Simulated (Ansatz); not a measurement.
Calculated with Ansatz (gas phase, PBE0-D4/def2-TZVP geometries, no zero-point term in ΔE). CCSD(T)/CBS is the MP2 limit (def2-TZVPP, def2-QZVPP) plus CCSD(T) − MP2 in def2-TZVPP, frozen cores. This one scheme is used for every species, atoms too. DFT in def2-TZVPP. No spin–orbit coupling; open shells (•) take unrestricted orbitals. Spin–orbit coupling would lower the free atoms: a little for C; strongly for Te. def2 core potentials past Kr. For Te outer-core shells are correlated without core-valence functions, so the limit isn't a true one: a few kJ/mol of doubt a bond, and 10 to 20 or more in all where bonds break to atoms. Each species was taken in one conformer, which may not be the lowest.

Consider the atomization: `CC[Te]C` → 3 C• + 8 H• + Te•.

`CC[Te]C`:

```xyz
12

C     0.958    1.235   -1.454
C     0.022    0.315   -0.698
Te    0.755   -0.069    1.287
C    -0.874   -1.342    1.826
H     0.578    1.426   -2.462
H     1.064    2.200   -0.952
H     1.955    0.798   -1.554
H    -0.970    0.755   -0.591
H    -0.076   -0.651   -1.194
H    -0.901   -2.208    1.167
H    -1.809   -0.788    1.774
H    -0.703   -1.671    2.851
```

```
             level  ΔE (kJ/mol)
            PBE-D4       4376.4
        r2SCAN0-D4       4266.2
           ωB97X-V       4307.7
            B2PLYP       4261.7
         CAM-B3LYP       4293.5
       HF/def2-SVP       3217.7
    MP2/def2-TZVPP       4242.5
SCS-MP2/def2-TZVPP       4238.8
```

Q: What does CCSD(T)/CBS give? (An estimate is asked.)

A: The calculation gave: +4324.9 kJ/mol. The listed levels differ from it by 51.5, -58.7, -17.2, -63.2, -31.4, -1107.2, -82.4, -86.1 kJ/mol.

Largest T1 diagnostic among the species: 0.010.

In def2-TZVPP, CCSD(T) changes the Hartree–Fock value by +1022.2 kJ/mol (the triples alone add +56.4 kJ/mol) and MP2 by +1047.5 kJ/mol; breaking electron pairs costs correlation energy, which Hartree–Fock lacks. From BLYP to BHLYP (50 % exact exchange), in def2-TZVPP and without D4, ΔE moves by −57.0 kJ/mol: exact exchange takes away binding that semilocal exchange gives to molecules.

For atomizations the MP2-based limit and the directly extrapolated one differ by several kJ/mol either way, and by 10 to 25 for some Ge, Se and Sn compounds, so smaller differences from it don't rank the levels.
